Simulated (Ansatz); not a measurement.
CBrCl₂F, SMILES ClC(Br)(F)Cl.

Coordinates come from a PBE0-D3(BJ)/def2-SVP optimisation.

Two levels are set side by side: PBE/def2-SVPD (Ansatz, an electronic-structure program) and CAM-B3LYP/def2-SVPD (Ansatz). Energy differences of separate SCF runs at the same geometry; the states with an electron removed or added have multiplicity 2 and 2. Differences are taken from unrounded values.

| quantity | PBE |
|---|---|
| vertical ionisation energy (eV) | 10.49 |
| vertical singlet–triplet gap (eV) | 4.56 |

Question: These are the PBE values. What does CAM-B3LYP give? (An estimate is asked for; the answer gives what the named calculation found.)

Answer: 
```json
[
 {"quantity": "vertical ionisation energy (eV)", "CAM-B3LYP": "11.21", "PBE minus CAM-B3LYP": "-0.73"},
 {"quantity": "vertical singlet–triplet gap (eV)", "CAM-B3LYP": "4.97", "PBE minus CAM-B3LYP": "-0.41"}
]
```
